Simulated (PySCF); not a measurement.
PySCF job for B(H)(OH)(OSiH3) (BH₅O₂Si), SMILES OBO[SiH3], KT2/pcSseg-1. Coordinates come from a B3LYP-D3(BJ)/def2-SVP optimisation. Other conformers were not sampled.

```python
import numpy as np
from pyscf import gto, scf, dft
from pyscf.prop.nmr import rks as nmr

mol = gto.M(
    atom='''
    B    -0.46962620    1.15922510   -0.00000000
    H    -1.67595633    1.09412305    0.00000000
    O     0.09499985    2.38902372   -0.00000000
    H     1.06215697    2.34222744   -0.00000001
    O     0.31533080    0.04266503    0.00000000
    Si   -0.00467483   -1.60269196   -0.00000000
    H    -1.47479957   -1.84677626    0.00000000
    H     0.60976617   -2.20076116    1.21537953
    H     0.60976617   -2.20076115   -1.21537953
    ''',
    basis='pcSseg-1',
    charge=0,
    spin=0,
    max_memory=1600,
    verbose=3,
)
mf = dft.RKS(mol, xc='kt2')
mf.grids.level = 3
mf.conv_tol = 1e-10
mf.max_cycle = 100
mf.kernel()
n = nmr.NMR(mf)
n.verbose = 2
n.max_cycle_cphf = 60
sigma = n.kernel()
print('atom   isotropic/ppm   span/ppm')
for i, s in enumerate(sigma):
    w = np.linalg.eigvalsh((s + s.T) / 2)
    print(f'{mol.atom_symbol(i):2s}{i + 1:3d} {w.mean():14.3f} {w[2] - w[0]:11.3f}')
```

Output:

```
converged SCF energy = -473.070448053649
atom   isotropic/ppm   span/ppm
B   1         78.044      28.085
H   2         27.055       5.303
O   3        188.857     181.851
H   4         27.064      12.377
O   5        212.059     247.827
Si  6        391.429     125.593
H   7         25.938       6.517
H   8         26.182       7.696
H   9         26.182       7.696
```

Self-consistency was reached.
